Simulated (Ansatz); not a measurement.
Species: sum formula MoO4H2, charge 1, multiplicity 2. The spin state was set by rule; other spins were not relaxed. 
Structure (B3LYP-D3(BJ)/def2-TZVP (Ansatz, an electronic-structure program) minimum search):
```xyz
7

Mo     0.0123    -0.0074     0.0130
O      1.3679     0.7875    -0.9161
O      0.8731    -0.7388     1.2370
O     -0.8652    -1.1938    -1.0365
H     -0.9092    -2.1489    -1.2099
O     -1.1553     1.2367     0.6199
H     -1.3716     1.7261     1.4309
```
Charge +1, spin multiplicity 2.

Basis-set convergence of Hartree-Fock and CCSD(T) correlation energies (hartree) with Ansatz. Cores are frozen in the correlated levels unless marked. UHF or UKS for open shells. No spin-orbit coupling. The frozen core is the preceding noble-gas configuration, with the filled d and f shells of earlier blocks. In def2 rows, elements after Kr have scalar-relativistic effective core potentials.

The UHF reference is spin-contaminated (<S^2> 0.46 over the pure value in the largest basis). The T1 diagnostic of CCSD in the largest basis is 0.055, which is high, so the coupled-cluster rows are less sure than usual.

```csv
basis,functions,E(HF),"E(corr, CCSD(T))"
def2-SVP,97,-367.60816,-0.99014
def2-TZVPP,208,…,…
```

**Question.** What belongs in the gaps?

**Answer.** 
- def2-TZVPP, E(HF): -368.03686
- def2-TZVPP, E(corr, CCSD(T)): -1.21983
